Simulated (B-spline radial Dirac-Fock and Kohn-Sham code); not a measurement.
K-line shifts caused by a second vacancy in La²⁷⁺

System: La²⁷⁺ in the configuration [Ar] 3d10 4s2.

These are calculated numbers from a radial atomic solver; the model is relaxed Dirac-Fock hole states (ΔSCF) with Breit and QED corrections and a finite nucleus. Each two-hole energy is an average over J within one jj subconfiguration, not an observable level; in light atoms, where LS coupling holds, the j-resolved values are not observed lines, and for a K spectator the Kα1 hypersatellite is nearly forbidden. Correlation energy is missing from these numbers.

Lines without a spectator: Kα2 (K-L2) 33054.3 eV, Kα1 (K-L3) 33464.2 eV, Kβ3 (K-M2) 37799.9 eV, Kβ1 (K-M3) 37884.4 eV. Shifts in eV with one spectator hole (a dash: not computed, or left out as unreliable):

| spectator hole | Kα2 | Kα1 | Kβ3 | Kβ1 |
| --- | --- | --- | --- | --- |
| L2 (2p1/2) | +80.3 | +102.7 | – | +213.6 |
| L3 (2p3/2) | +73.6 | +75.5 | +182.2 | – |
| M2 (3p1/2) | – | +15.14 | +34.8 | +40.9 |
| M3 (3p3/2) | +10.69 | – | +34.1 | +33.9 |
| M4 (3d3/2) | +3.88 | +0.79 | – | – |
| M5 (3d5/2) | -0.18 | +2.59 | – | – |

Question: Where does the K-L3 hypersatellite lie, emitted when both K electrons are missing?

Answer: +711.8 eV from the normal line, at 34175.9 eV. Removing both K electrons costs 80733.1 eV, which is 997.6 eV more than twice the K binding energy.

With n spectator holes in 2p, averaged over the 2p shell (energies in eV):

```tsv
n	KαLⁿ	step	hypersatellite KαʰLⁿ
0	33327.5	–	34029.5
1	33410.1	+82.6	34113.8
2	33494.2	+84.1	34199.6
3	33579.7	+85.5	34286.8
4	33666.7	+87.0	34375.4
5	33755.2	+88.5	34465.6
```
